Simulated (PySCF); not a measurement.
**How methods differ on the excitation energy of N⁺**

N⁺ [He] 2s2 2p2 (3P) → N⁺ [He] 2s1 2p2 3d1 (high-spin determinant), as a difference of total energies. All numbers are calculated (PySCF 2.14, no relativity, point nucleus, in aug-cc-pVDZ). Correlated levels: valence: 1s2 frozen. The calculations carry no spin-orbit coupling.

| method | excitation energy (eV) |
| --- | --- |
| UHF | 32.313 |
| MP2 (valence) | 33.488 |
| SCS-MP2 (valence) | 33.791 |
| CCSD (valence) | 33.725 |
| CCSD(T) (valence) | 33.667 |
| CCSDT (valence) | 33.643 |

Problem. How much does correlation contribute at CCSD(T) (valence)?

Solution. 33.667 − (32.313) = 1.354 eV, measured against UHF.

The upper state lies above the first ionisation limit, but in LS coupling its spin forbids autoionisation to the ground ion. A Rydberg-like electron needs more diffuse functions than a valence basis has.

The promoted electron is Rydberg-like, and one or two diffuse shells describe it only roughly, which tends to raise the upper state.

The coupled-cluster amplitudes are large for the upper state (T1 above 0.03 or a double amplitude above 0.15), so a single reference is strained.

The determinant of the upper state mixes LS terms, which raises its energy above the lowest term, most at the Hartree-Fock and MP2 levels.
